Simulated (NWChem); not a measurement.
# Ionisation of CH$_{7}$Si$_{2}$

```xyz
10

Si     1.6241     0.3603     0.0630
C      0.1065    -0.6948    -0.3589
Si    -1.5747    -0.0161     0.1827
H      2.8990    -0.3256    -0.3183
H      1.5580     1.7004    -0.5991
H      0.0854    -0.8452    -1.4552
H      0.2412    -1.6929     0.0932
H     -2.6711    -0.9335    -0.2487
H     -1.8158     1.3257    -0.4254
H     -1.6280     0.1214     1.6678
```
Charge 0, spin multiplicity 2.

All runs are NWChem calculations. All single points use one geometry, from UB3LYP/def2-SVP, a minimum by its harmonic frequencies. It is one conformer; others weren't searched.

Basis set: def2-SVPD. The species with one electron less has spin multiplicity 1 and keeps the geometry of the parent. Δ marks differences of total energies (open shells unrestricted). −ε marks an orbital energy of the parent. That orbital need not have the symmetry of the hole or added electron in the Δ rows. That singlet is a closed-shell solution.

B3LYP has NWChem's definition, with VWN1-RPA local correlation. The structure started from a generated list of species. The stability of the SCF solutions was not checked.

One of these methods gave a first vertical ionisation energy of 4.96 eV. Which?
A) −ε(alpha HOMO) of TPSS
B) ΔPBE
C) −ε(alpha HOMO) of PBE
D) −ε(alpha HOMO) of B3LYP

C, −ε(alpha HOMO) of PBE. The others give 8.16 (ΔPBE), 5.76 (−ε(alpha HOMO) of B3LYP), 5.12 (−ε(alpha HOMO) of TPSS).
